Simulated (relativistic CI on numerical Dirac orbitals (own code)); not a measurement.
Ti²⁺ in a cubic cluster: L2,3 absorption with charge transfer

Computed with a charge-transfer multiplet model of a cubic metal-ligand cluster with up to one ligand hole, Slater and spin-orbit integrals from Dirac-Coulomb-Breit ions, Slater integrals scaled by 0.8. The parameters are those of a tetrahedral site (10Dq negative, t2 hopping the larger). The ground state mixes d2 with configurations of k ligand holes L, whose averages lie at kΔ + k(k − 1)U_dd/2; a core hole lowers each added d electron by U_cd. 20 K, Lorentzian 0.4 eV and Gaussian 0.3 eV FWHM.

Atomic integrals in eV (Slater integrals scaled, ζ unscaled), ground: F2dd 6.578, F4dd 4.090, zeta_d 0.013; with the core hole: F2dd 7.324, F4dd 4.560, zeta_d 0.022, zeta_core 3.746, F2cd 3.920, G1cd 2.783, G3cd 1.577.

Cluster parameters (eV): Δ = 6.5, U_dd = 4.5, U_cd = 5.2, 10Dq(ligand) = 0, V(eg) = 1.18, V(t2g) = -2, final-state hopping factor = 1.

Weights, n_d and S are thermal averages at 20 K. Photon energies count from the first peak over 30 % of the highest in each spectrum, which can be another peak from case to case. The parameters are a model scan and need not match a compound or its usual spin state. Peaks in eV (height, largest 100): -1.4 (28), 0.0 (100), 1.8 (18), 4.4 (82), 5.9 (70).

Task: Which parameters give this spectrum?
A. 10Dq = -0.1 eV
B. 10Dq = -1 eV
C. 10Dq = 0.2 eV

Result: B. 10Dq = -1 eV; the ground state then has 2.23 d electrons and S = 1.00. The choice follows from running the model for each set and comparing peak positions and heights. The space is cut while the next configuration still counts.
